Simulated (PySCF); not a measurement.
Mo(O)(NH)(OH)2 (H3MoNO3), SMILES [NH]=[Mo](=[O])([OH])[OH], multiplicity 1.

The structure is a stationary point at r2SCAN-D4/def2-SVP. The multiplicity is an assumed one; no other spin state was optimised. The structure was generated by enumeration; whether it is a known compound was not checked. The def2 effective core potentials stand for the cores of Mo; spin–orbit coupling is left out. The values are those of a single conformer.

Level of theory: PBE/def2-TZVP (PySCF).

Symmetry labels are those of the subgroup Cs that the program uses (full group Cs).

Computed valence orbital energies around the gap with their symmetry:
```tsv
orbital	symmetry	energy (eV)
HOMO−7	A'	-9.75
HOMO−6	A'	-9.53
HOMO−5	A'	-8.92
HOMO−4	A"	-8.08
HOMO−3	A"	-7.88
HOMO−2	A'	-7.81
HOMO−1	A"	-7.43
HOMO	A'	-6.90
LUMO	A'	-2.55
LUMO+1	A"	-2.52
LUMO+2	A"	-1.32
LUMO+3	A'	-1.30
```
